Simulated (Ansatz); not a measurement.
Correlation energies of C₂H₅Cl₃OZr (`CC[O][Zr]([Cl])([Cl])[Cl]`) by basis set

```xyz
12

C    -1.298   -1.357    0.103
C    -1.222    0.148    0.028
O     0.114    0.583   -0.031
Zr    1.920    1.046   -0.105
Cl    2.291    2.239   -2.088
Cl    3.171   -0.935   -0.086
Cl    2.418    2.359    1.770
H    -0.788   -1.728    0.994
H    -2.343   -1.674    0.146
H    -0.837   -1.813   -0.776
H    -1.687    0.609    0.906
H    -1.738    0.524   -0.861
```

Charge 0, multiplicity 1. Correlated methods include outer-core shells of Zr, which these sets cover unevenly. Zr: def2 effective core potential. Geometry: relaxed with PBE0-D4/def2-TZVP. It is one conformer, not always the lowest. Frozen core, restricted reference, Ansatz 0.2.0.

```
     basis      HF (Eh)  MP2 corr.
  def2-SVP  -1578.31794   -1.10860
def2-TZVPP  -1578.97578   -1.49520
def2-QZVPP  -1579.02555   -1.64544
```

Problem. Estimate the CCSD correlation energy and the (T) correction in each basis where they were run (hartree).

Solution. 
```csv
basis,CCSD corr.,(T)
def2-SVP,-1.16464,-0.03673
```
